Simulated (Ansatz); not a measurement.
Reaction (formal loss of a carbene): `BCC(C)N` → `BCCN` + `[CH2]` (triplet)

Calculated with Ansatz (gas phase, PBE0-D4/def2-TZVP geometries, no zero-point term in ΔE). CCSD(T)/CBS adds triple-zeta CCSD(T) − MP2 to the extrapolated MP2 energy (def2 sets, frozen cores). This one scheme is used for every species. Functionals use def2-TZVPP. B3LYP here is the variant with VWN-RPA as its local correlation; programs differ in this. Triplets are unrestricted, without spin–orbit coupling. Each species was taken in one conformer, which may not be the lowest.

`BCC(C)N`:

Z-matrix (Å, degrees):
```
C
C 1 1.520
B 1 1.547 2 118.6
H 1 1.099 2 110.8 3 -131.0
H 1 1.107 2 108.7 3 116.2
N 2 1.459 1 109.4 3 -165.2
C 2 1.525 1 110.8 3 68.4
H 2 1.097 1 107.8 3 -49.7
H 3 1.200 1 121.4 2 15.3
H 3 1.198 1 120.2 2 -168.3
H 6 1.014 2 110.5 1 -177.8
H 6 1.015 2 109.7 1 -60.7
H 7 1.095 2 110.4 1 60.6
H 7 1.094 2 111.5 1 -59.4
H 7 1.093 2 111.1 1 -179.7
```

`BCCN`:

```xyz
12

B    -0.473    0.062   -1.867
C     0.101    0.426   -0.474
C    -0.218   -0.494    0.701
N     0.446   -0.203    1.960
H    -0.438    0.858   -2.762
H    -0.911   -1.032   -2.094
H    -0.091    1.477   -0.221
H     1.193    0.408   -0.669
H     0.019   -1.526    0.424
H    -1.297   -0.480    0.887
H     0.216    0.733    2.273
H     1.453   -0.228    1.842
```

`[CH2]` (triplet):

Cartesian coordinates in Å:
```
C 0.111 0.216 -0.131
H -0.684 -0.248 -0.694
H 0.574 0.032 0.826
```

Q: Is it downhill or uphill in electronic energy at CCSD(T)/CBS, and by how much? (Best estimate.)

A: Ansatz gave: Uphill: ΔE = +449.2 kJ/mol.

Q: What do these levels give: PBE-D4, r2SCAN-D4, PBE0-D4, ωB97M-V, PBE, PBE0, B3LYP, MP2/def2-TZVPP, HF/def2-QZVPP, MP2/def2-QZVPP, HF/CBS(def2), MP2/CBS(def2)? (Estimate.)

A: The calculation gave: PBE-D4 451.9, r2SCAN-D4 425.0, PBE0-D4 443.9, ωB97M-V 450.5, PBE 443.6, PBE0 436.7, B3LYP 424.9, MP2/def2-TZVPP 452.1, HF/def2-QZVPP 294.9, MP2/def2-QZVPP 458.6, HF/CBS(def2) 294.9, MP2/CBS(def2) 463.4 kJ/mol.

Largest T1 diagnostic among the species: 0.011.

The D4 term adds +13.2 kJ/mol with B3LYP and +7.2 kJ/mol with PBE0; it sums over pairs of atoms, weighted by their polarisabilities, and B3LYP, whose exchange is more repulsive, gets the larger term. In def2-TZVPP, CCSD(T) changes the Hartree–Fock value by +143.1 kJ/mol (the triples alone add +12.1 kJ/mol) and MP2 by +157.3 kJ/mol.
